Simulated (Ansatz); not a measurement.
`NB(N)Br` + H–F → `NB(F)Br` + NH₃ at 500 K and 1 bar (ligand exchange at a B–N bond).

Isolated molecules relaxed with PBE0-D4/def2-TZVP in Ansatz; ΔE leaves out vibrations. CBS: MP2 limit from def2 TZ/QZ plus the TZ coupled-cluster correction, frozen cores. This one scheme is used for every species. For Br outer-core shells are correlated without core-valence functions, which leaves a few kJ/mol of doubt a bond. Scalar relativity is left out up to krypton. One conformer a species, not always the lowest.

| species | CCSD(T)/CBS energy (Eh) | H − E (kJ/mol) | S (J/(mol·K)) |
| --- | --- | --- | --- |
| `NB(N)Br` | -2710.06092 | 191.4 | 358.5 |
| H–F | -100.39570 | 39.4 | 188.7 |
| `NB(F)Br` | -2753.96125 | 122.3 | 341.4 |
| NH₃ | -56.50880 | 108.2 | 211.8 |

H − E and S are ideal-gas, rigid-rotor, harmonic terms from PBE0-D4/def2-TZVP, for one conformer and one mirror image of each species. 1 Eh = 2625.50 kJ/mol, R = 8.31446 J/(mol·K).

Problem. By hand: ΔE, ΔH, ΔS and ΔG.

Solution. ΔE = (-2753.96125) + (-56.50880) − (-2710.06092) − (-100.39570) = -0.01343 Eh = -35.3 kJ/mol. Δ(H − E) = 122.3 + 108.2 − 191.4 − 39.4 = -0.3, so ΔH = -35.6 kJ/mol. ΔS = 341.4 + 211.8 − 358.5 − 188.7 = 6.0 J/(mol·K). ΔG = -35.6 − 500 × (6.0)/1000 = -38.6 kJ/mol.

Problem. By hand: the equilibrium constant, and the temperature at which ΔG would vanish if ΔH and ΔS stayed fixed.

Solution. log₁₀ K = −ΔG/(RT ln 10) = 4.0. ΔH and −TΔS have one sign here, so there is no such temperature.

The number of gas molecules stays the same, so ΔS is small and ΔH decides. A doubt of 5 kJ/mol in ΔE shifts log₁₀ K by 0.5 here. Other conformers and mirror images would add mixing entropy, several J/(mol·K) or more a flexible species. These are equilibria of isolated gas molecules and say nothing of rates. Largest T1 diagnostic: 0.010 (customary marks: 0.02 for closed shells, 0.045 for open ones).

ΔS is within the doubt of such terms, so its sign, and with it that verdict, could turn.
